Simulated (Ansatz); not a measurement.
Diatomic TaTe, multiplicity 4 (lowest of 2S+1 = 2, 4, 6, 8 at PBE0/def2-TZVPP; our sources give no spin for the ground state, which may be another). No spin–orbit coupling.

Constants: fifth-degree fit in 1/R to seven points, most abundant isotopes. Runs in def2 and cc sets follow the lowest solution found near the PBE0 minimum.

Run with Ansatz (Gaussian orbitals). Values without a source in brackets are computed. In def2 rows elements past Kr take small-core potentials, without spin–orbit coupling.

### Question
What bond length and harmonic frequency does SVWN5/def2-TZVPP give?

### Answer
r_e = 2.468 Å, ω_e = 260 cm⁻¹.

### Question
What bond length and harmonic frequency does CAM-B3LYP/def2-TZVPP give?

### Answer
r_e = 2.480 Å, ω_e = 264 cm⁻¹.

### Question
What bond length and harmonic frequency does wB97X-V/def2-TZVPP give?

### Answer
r_e = 2.470 Å, ω_e = 270 cm⁻¹.

Ansatz is a quantum-chemistry and plane-wave program.
